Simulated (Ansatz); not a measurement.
Geometry optimisation, Ansatz 0.2.0, RKS B3LYP-D4/def2-SVP.

input.yaml

```yaml
crystal:
  periodic: [false, false, false]
  atoms:
    - { symbol: Ga, position_ang: [-0.065979, 0.873764, -0.997596] }
    - { symbol: C, position_ang: [1.462976, -0.102217, 1.618922] }
    - { symbol: H, position_ang: [0.45325, -0.529858, 1.668436] }
    - { symbol: H, position_ang: [2.114962, -0.595983, 2.353523] }
    - { symbol: H, position_ang: [1.42574, 0.976053, 1.833781] }
    - { symbol: H, position_ang: [1.886497, -0.261225, 0.610315] }
    - { symbol: Cl, position_ang: [-1.800248, -0.360535, -0.28468] }
basis:
  gaussian: { orbitals: def2-SVP }
hamiltonian:
  xc: b3lyp
  dispersion: d4
relax:
  f_tol: 0.03
  max_steps: 50
```

Run as:

```bash
$ ansatz run input.yaml --threads 2 --pin off --max-ram 3072MiB --backend cpu --events-out ev --progress --plain --runs-dir out
```

Question: Where does it end, and by what steps?

Answer: The run converged. After 5 steps the energy has fallen by 0.035 eV; Ga1 moved furthest, 0.36 Å.

```tsv
step	energy less start (eV)	largest force component (eV/Å)	accepted
0	0.0000	0.163	yes
1	-0.0268	0.073	yes
2	-0.0314	0.135	yes
3	-0.0340	0.099	yes
4	-0.0346	0.047	yes
5	-0.0348	0.021	yes
```

```xyz
7
Properties=species:S:1:pos:R:3
Ga -0.342 0.970 -1.212
C 1.541 -0.125 1.659
H 0.528 -0.531 1.533
H 2.029 -0.610 2.517
H 1.486 0.959 1.841
H 2.135 -0.315 0.752
Cl -1.900 -0.348 -0.287
```

Whether the end is a true minimum wasn't checked by a vibrational analysis.

Time of the run: 12 s on 2 threads of Arm Neoverse V1 (shared host), peak memory 0.17 GiB.
